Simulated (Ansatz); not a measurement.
Species: GaN, charge 0, triplet. GaN (SMILES [Ga]=[N], triplet).
B3LYP-D3(BJ)/def2-TZVP minimum from Ansatz (a quantum-chemistry and plane-wave program):
```xyz
2

Ga     0.0000     0.0000    -0.3434
N      0.0000     0.0000     1.5209
```
Charge 0, spin multiplicity 3.

Total energies in hartree (Ansatz). Open shells are spin-unrestricted; no spin-orbit coupling. Cores are frozen in correlated methods (noble-gas shells, and filled d and f shells in the p block). No relativity. For partners of very few electrons the exact lower level stands in for a higher one. The UHF reference of GaN ([N]=[Ga], triplet) is spin-contaminated (<S^2> up to 0.11 over the pure value in the sets run). The determinant of GaN ([N]=[Ga], triplet) is a saddle point of the SCF energy; a lower one exists, which strains HF and MP2.

| species | HF/cc-pVTZ | CCSD(T)/cc-pVTZ | HF/cc-pVQZ | CCSD(T)/cc-pVQZ | CCSDT(Q)/cc-pVQZ |
|---|---|---|---|---|---|
| 1: GaN (SMILES [N]=[Ga], triplet) | -1977.66435 | -1977.88890 | -1977.67117 | -1977.90874 | -1977.91181 |
| 2: Ga (doublet) | -1923.26189 | -1923.30928 | -1923.26422 | -1923.31345 | -1923.31376 |
| 3: N (quartet) | -54.40069 | -54.51471 | -54.40372 | -54.52482 | -54.52521 |

### Question
Work out the atomisation energy (electronic, to ground-state atoms) in kcal/mol: take Hartree-Fock from cc-pVQZ, extrapolate the CCSD(T) correlation energy as X^-3 (X = 3, 4), and add CCSDT(Q) - CCSD(T) in cc-pVQZ. 1 hartree = 627.51 kcal/mol.

### Answer

Species 1: correlation (64·(-0.23757) - 27·(-0.22455))/37 = -0.24707; step -0.00307; E1 = -1977.67117 + (-0.24707) + (-0.00307) = -1977.92131
Species 2: correlation (64·(-0.04923) - 27·(-0.04739))/37 = -0.05057; step -0.00031; E2 = -1923.26422 + (-0.05057) + (-0.00031) = -1923.31510
Species 3: correlation (64·(-0.12110) - 27·(-0.11402))/37 = -0.12627; step -0.00039; E3 = -54.40372 + (-0.12627) + (-0.00039) = -54.53038
-1·E1 +1·E2 +1·E3 = 0.07583 hartree = 47.6 kcal/mol.
